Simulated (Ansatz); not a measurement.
`CCC(Cl)CCl` + `O[SiH2]B(O)F` → `CO[SiH2]B(O)F` + `CC(Cl)CCl`  (substitution at a C–C bond)

Gas-phase electronic energies from Ansatz, PBE0-D4/def2-TZVP geometries. CBS: MP2 limit from def2 TZ/QZ plus the TZ coupled-cluster correction, frozen cores. Functionals use def2-TZVPP. One conformer a species, not always the lowest.

`CCC(Cl)CCl`:

Z-matrix (Å, degrees):
```
C
C 1 1.517
H 1 1.091 2 111.3
H 1 1.093 2 111.0 3 -120.3
H 1 1.091 2 110.7 3 120.1
C 2 1.513 1 113.9 3 61.5
H 2 1.095 1 110.6 3 -61.0
H 2 1.095 1 109.9 3 -178.8
C 6 1.514 2 114.2 1 175.1
Cl 6 1.800 2 110.5 1 -65.6
H 6 1.092 2 110.8 1 50.7
Cl 9 1.784 6 110.8 2 -67.1
H 9 1.088 6 110.9 2 174.3
H 9 1.090 6 111.0 2 52.4
```

`O[SiH2]B(O)F`:

```xyz
9

O     0.263    2.074   -0.519
Si    0.800    0.674    0.178
B    -0.549   -0.828   -0.076
O    -0.228   -2.114    0.165
F    -1.798   -0.541   -0.476
H    -0.676    2.254   -0.468
H     2.098    0.356   -0.466
H     1.047    0.852    1.639
H    -0.957   -2.729    0.023
```

`CO[SiH2]B(O)F`:

Z-matrix (Å, degrees):
```
C
O 1 1.410
H 1 1.091 2 108.5
H 1 1.096 2 111.3 3 -119.4
H 1 1.096 2 111.2 3 119.4
Si 2 1.659 1 123.2 3 179.4
B 6 2.029 2 100.2 1 -180.0
H 6 1.493 2 110.4 1 59.0
H 6 1.493 2 110.4 1 -58.9
O 7 1.347 6 118.7 2 -0.1
F 7 1.327 6 124.0 2 179.9
H 10 0.964 7 111.3 6 0.0
```

`CC(Cl)CCl`:

Z-matrix (Å, degrees):
```
C
C 1 1.508
H 1 1.090 2 110.6
H 1 1.092 2 109.6 3 119.9
H 1 1.092 2 110.6 3 -120.3
Cl 2 1.799 1 109.9 3 59.5
C 2 1.514 1 114.4 3 178.7
H 2 1.091 1 111.1 3 -56.7
Cl 7 1.783 2 110.7 1 65.9
H 7 1.088 2 110.9 1 -175.4
H 7 1.090 2 110.9 1 -53.4
```

| species | PBE0 energy (Eh) |
| --- | --- |
| `CCC(Cl)CCl` | -1077.24435 |
| `O[SiH2]B(O)F` | -566.90724 |
| `CO[SiH2]B(O)F` | -606.16948 |
| `CC(Cl)CCl` | -1037.96564 |

Question: Work out ΔE.

Answer: ΔE = (-606.16948) + (-1037.96564) − (-1077.24435) − (-566.90724) = 0.01647 Eh = +0.45 eV. CCSD(T)/CBS gives +0.50 eV.

Largest T1 diagnostic among the species: 0.013.

In def2-TZVPP, CCSD(T) changes the Hartree–Fock value by +0.09 eV (the triples alone add +0.00 eV) and MP2 by +0.15 eV.
